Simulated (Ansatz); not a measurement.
Stepwise reaction of `C[SiH](F)N[SiH](O)O` with hydrogen, as a gas-phase model of exchange steps in deposition or etching. ΔE in kJ/mol.

Calculated with Ansatz (gas phase, PBE0-D4/def2-TZVP geometries, no zero-point term in ΔE). CCSD(T)/CBS is the MP2 limit (def2-TZVPP, def2-QZVPP) plus CCSD(T) − MP2 in def2-TZVPP, frozen cores. This one scheme is used for every species. Functionals use def2-TZVPP. B3LYP here is the variant with VWN-RPA as its local correlation; programs differ in this. Each species was taken in one conformer, which may not be the lowest.

```json
{"step": "2", "reaction": "`C[SiH](F)N[SiH2]O` + H₂ → `C[SiH](F)N[SiH3]` + H₂O", "PBE-D4": "86.1", "B3LYP-D4": "91.9", "ωB97M-V": "92.8", "CCSD(T)/CBS": "89.3"}
```

(1) Give the row of step 1, `C[SiH](F)N[SiH](O)O` + H₂ → `C[SiH](F)N[SiH2]O` + H₂O. (An estimate is asked.)

(2) By hand: ΔE of the 2 steps together at CCSD(T)/CBS.

Results:

(1) The calculation gave: 
```json
{"step": "1", "reaction": "`C[SiH](F)N[SiH](O)O` + H₂ → `C[SiH](F)N[SiH2]O` + H₂O", "PBE-D4": "92.3", "B3LYP-D4": "98.0", "ωB97M-V": "99.9", "CCSD(T)/CBS": "96.5"}
```

(2) (96.5) + (89.3) = 185.8 kJ/mol, or 92.9 kJ/mol a step.

In ΔE each step is lower than the one before. All are uphill at CCSD(T)/CBS. PBE-D4 differs from CCSD(T)/CBS by -4.2 to -3.2 kJ/mol a step. Isolated molecules leave out the surface, adducts and barriers. Largest T1 diagnostic: 0.011.
